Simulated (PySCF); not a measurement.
These 2 structures share the formula C4H12O2Si. Method: PySCF 2.14.0, PBE0-D3(BJ)/def2-SVP geometry optimisation, gas phase. Energies are electronic, without zero-point or thermal terms, for one conformer each. No frequencies were run at this level. Point groups hold within 0.08 Å.

Problem. Rank from lowest to highest electronic energy at this level (kcal/mol).
A. `[CH3:1][O:2][Si:3]([CH3:4])([CH3:5])[O:6][CH3:7]` with C1–O2–Si3–C4 71°, O2–Si3–O6–C7 52°
B. `[CH3:1][CH2:2][O:3][SiH2:4][O:5][CH2:6][CH3:7]` with C1–C2–O3–Si4 156°, C2–O3–Si4–O5 71°, O3–Si4–O5–C6 -77°, Si4–O5–C6–C7 -155°

Solution. A (0.0), B (14.9).

As drawn, the lower has an Si–C bond, which the higher lacks.

```csv
SMILES,E (Eh),E rel (kcal/mol),dipole (D),point group,"A, B, C (MHz)"
CO[Si](C)(C)OC,-598.88956,0.0,1.64,C1,"2378, 1672, 1443"
CCO[SiH2]OCC,-598.86579,14.9,2.09,near Cs,"4460, 942.8, 815.7"
```

Problem. How do the relative energies change in single points at PBE0/pcSseg-1 (no added dispersion term) on the same geometries?

Solution. 
```tsv
SMILES	PBE0-D3(BJ)/def2-SVP (kcal/mol)	PBE0/pcSseg-1 (kcal/mol)	shift
CO[Si](C)(C)OC	0.0	0.0	0.0
CCO[SiH2]OCC	14.9	15.2	+0.3
```

Each column counts from its own lowest isomer. The order is unchanged; the largest shift is 0.3 kcal/mol.
